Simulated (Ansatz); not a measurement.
C₃H₁₂AlNO, SMILES `C[NH2+][Al-]([CH3])([CH3])[OH]`, 18 atoms. Total charge 0; spin multiplicity 1. All runs use 4 threads of an Arm Neoverse V1 on a shared host. Correlated methods freeze the cores.

Give the basis size and wall time and peak host memory of each of these runs in Ansatz. RKS revPBE-D4/def2-TZVPP energy; direct RPA on PBE orbitals/def2-TZVPP energy; RKS ωB97M-V/def2-SVP energy; RHF-MP2/def2-TZVPP energy; RKS PBE0-D4/def2-TZVP relaxation (9 steps); RHF-CCSD(T)/def2-SVP energy; RKS LC-ωPBE/def2-TZVPP energy; RKS r2SCANh-D4/def2-TZVPP energy; RKS SPW92 (LDA)/def2-TZVPP energy; RKS PBE0-D4/def2-QZVPP energy; RKS PBE0-D4/def2-SVP energy; RKS ωB97M-V/def2-QZVPP energy. (Estimate.)

The calculation gave: Other jobs shared the machine, so times are rough.

```
                                level                   job  functions  wall time  peak host memory (GiB)
                 RKS PBE0-D4/def2-SVP                energy        148        2 s                    0.41
           RKS SPW92 (LDA)/def2-TZVPP                energy        365      2.6 s                    0.61
             RKS revPBE-D4/def2-TZVPP                energy        365      3.9 s                    0.62
               RKS LC-ωPBE/def2-TZVPP                energy        365      5.5 s                    0.94
                   RHF-MP2/def2-TZVPP                energy        365        9 s                     1.3
                 RKS ωB97M-V/def2-SVP                energy        148        9 s                    0.57
            RKS r2SCANh-D4/def2-TZVPP                energy        365       11 s                     1.3
direct RPA on PBE orbitals/def2-TZVPP                energy        365       15 s                     1.4
               RKS PBE0-D4/def2-QZVPP                energy        715       22 s                     3.4
                 RHF-CCSD(T)/def2-SVP                energy        148       28 s                     1.3
               RKS ωB97M-V/def2-QZVPP                energy        715       44 s                     4.2
                RKS PBE0-D4/def2-TZVP  relaxation (9 steps)        264       62 s                    0.89
```

LC-ωPBE has ω = 0.4 bohr⁻¹.
